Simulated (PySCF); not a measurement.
H3O2, charge +1. Atoms are numbered in the order given.

```xyz
5

O      0.7711    -0.1406     0.0000
O     -0.6583     0.1220     0.0000
H      1.1189     0.7795     0.0000
H     -1.0109    -0.3155     0.8128
H     -1.0109    -0.3155    -0.8128
```
Charge +1, spin multiplicity 1.

Geometry optimised at B3LYP-D3(BJ)/def2-TZVP. The isomer is the one that the SMILES or the coordinates give; other isomers of the formula were not compared.

Calculation: PySCF with TDDFT-ωB97X/def2-TZVPD.

Vertical excitations. Gas-phase values at a fixed geometry. State labels are in the subgroup Cs.

| state | symmetry | energy (eV) | λ (nm) | f | main pairs |
|---|---|---|---|---|---|
| S1 | A" | 5.80 | 214 | 0.000 | HOMO→LUMO 97 % |
| S2 | A' | 7.83 | 158 | 0.027 | HOMO−1→LUMO 95 % |
| S3 | A" | 9.89 | 125 | 0.006 | HOMO→LUMO+1 91 % |
| S4 | A' | 11.05 | 112 | 0.002 | HOMO−1→LUMO+1 92 % |
| S5 | A" | 11.38 | 109 | 0.015 | HOMO→LUMO+3 82 % |
| S6 | A' | 11.50 | 108 | 0.000 | HOMO−2→LUMO 94 % |
| S7 | A' | 12.06 | 103 | 0.027 | HOMO→LUMO+2 93 % |
| S8 | A" | 12.98 | 96 | 0.003 | HOMO−1→LUMO+2 88 % |
| S9 | A' | 13.18 | 94 | 0.093 | HOMO−1→LUMO+3 87 % |
| S10 | A" | 13.87 | 89 | 0.014 | HOMO→LUMO+4 76 % |
| T1 | A" | 4.47 | 277 | 0 | HOMO→LUMO 95 % |
| T2 | A' | 6.13 | 202 | 0 | HOMO−1→LUMO 94 % |
| T3 | A" | 9.71 | 128 | 0 | HOMO→LUMO+1 84 % |
| T4 | A' | 10.30 | 120 | 0 | HOMO−2→LUMO 93 % |
Triplets are in the Tamm–Dancoff approximation, which puts them higher than full response would, so one can lie above its singlet here.
